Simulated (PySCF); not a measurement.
One of the candidates below gave these computed data.

All candidates are C5H9FO.

- NMR, other nuclei: isotropic shieldings of nuclei other than C and H, by class: 245 (1 O), 400 (1 F) ppm [GIAO PBE0/pcSseg-1]
- Triplet: lowest triplet excitation (Tamm–Dancoff): 3.94 eV [TDA PBE0/def2-SVPD]
- 1H NMR: chemical shifts (computed TMS as zero) by class: 5.13 (2 H), 5.05 (1 H), 4.00 (3 H), 1.83 (3 H) ppm [GIAO PBE0/pcSseg-1]
- 13C NMR: chemical shifts (computed TMS as zero) by class: 158.5 (1 C), 118.0 (1 C), 84.7 (1 C), 57.2 (1 C), 13.2 (1 C) ppm [GIAO PBE0/pcSseg-1]
- Polarisability: 69.6 au [PBE0/def2-SVPD]
- Rotational structure: rotational constants A, B, C: 3.609, 1.943, 1.381 GHz [GFN2-xTB]
- UV, strongest line: among the 6 lowest singlet transitions: S2 at 6.34 eV (195 nm, f = 0.205) [TDDFT PBE0/def2-SVPD]
- Dipole: 1.03 D [PBE0/def2-SVPD]
- UV, first state: lowest singlet excitation: 6.03 eV (206 nm, f = 0.126) [TDDFT PBE0/def2-SVPD]

Gas-phase values; electronic properties from PySCF, density fitting. Levels stand in brackets. The structure is a single GFN2-xTB conformer in the gas phase; no vibrational or solvent corrections. Each NMR value is the plain mean over a class of atoms that symmetry, rotation or inversion makes alike.

Question: Which candidate is it?
A. `FC[C@H]1CCCO1`
B. `C/C=C(/CF)OC`
C. `COC(F)=C(C)C`

Answer: B. It is `C/C=C(/CF)OC`. Numbering: `[CH3:1]/[CH:2]=[C:3](/[CH2:4][F:5])[O:6][CH3:7]`. Its formula, C5H9FO, gives 1 degree of unsaturation: 0 rings and 1 π bond in the structure found. 5 carbons fall into 5 classes; from least to most shielded: vinylic carbon bearing oxygen [C3] (158.5 ppm), alkene CH carbon [C2] (118.0 ppm), sp3 C–F carbon [C4] (84.7 ppm), methoxy carbon [C7] (57.2 ppm), allylic carbon [C1] (13.2 ppm). Hydrogen classes from least to most shielded: 2 H on an sp3 C–F carbon, C4 (5.13 ppm, a mean of values up to 0.5 ppm apart in this geometry), 1 H on an alkene CH carbon, C2 (5.05 ppm), 3 H on a methoxy carbon, C7 (4.00 ppm), 3 H on an allylic carbon, C1 (1.83 ppm, a mean of values up to 1.1 ppm apart in this geometry). The other shieldings belong to: 245 ppm, ether oxygen [O6]; 400 ppm, alkyl fluorine [F5]. The optimised geometry has point group C1 and is an asymmetric top.

The others, at the same levels:
- `COC(F)=C(C)C` fails: its computed 13C shifts are 164.0 (1 C), 91.7 (1 C), 56.5 (1 C), 17.8 (1 C), 17.2 (1 C) ppm, 1H shifts are 3.85 (3 H), 1.72 (3 H), 1.68 (3 H) ppm and lowest singlet excitation is 5.76 eV (215 nm, f = 0.006) (against 6.03 eV).
- `FC[C@H]1CCCO1` fails: its computed 13C shifts are 90.6 (1 C), 82.1 (1 C), 73.3 (1 C), 31.4 (1 C), 26.8 (1 C) ppm, 1H shifts are 5.11 (1 H), 4.45 (1 H), 4.12 (1 H), 4.10 (1 H), 3.83 (1 H), 2.27 (1 H), 1.84 (1 H), 1.84 (1 H), 1.82 (1 H) ppm and rotational constant A is 4.450 GHz (against 3.609 GHz).

Each candidate is one conformer, not necessarily the lowest. Dipoles, sizes and rotational constants follow the conformer. The torsions of the flexible species, by atom-mapped SMILES:
- `[CH3:1]/[CH:2]=[C:3](/[CH2:4][F:5])[O:6][CH3:7]`: C2–C3–C4–F5 -106°, C2–C3–O6–C7 158°
- `[CH3:1][O:2][C:3]([F:4])=[C:5]([CH3:6])[CH3:7]`: C1–O2–C3–F4 38°

The conformers of `FC[C@H]1CCCO1` aren't listed.
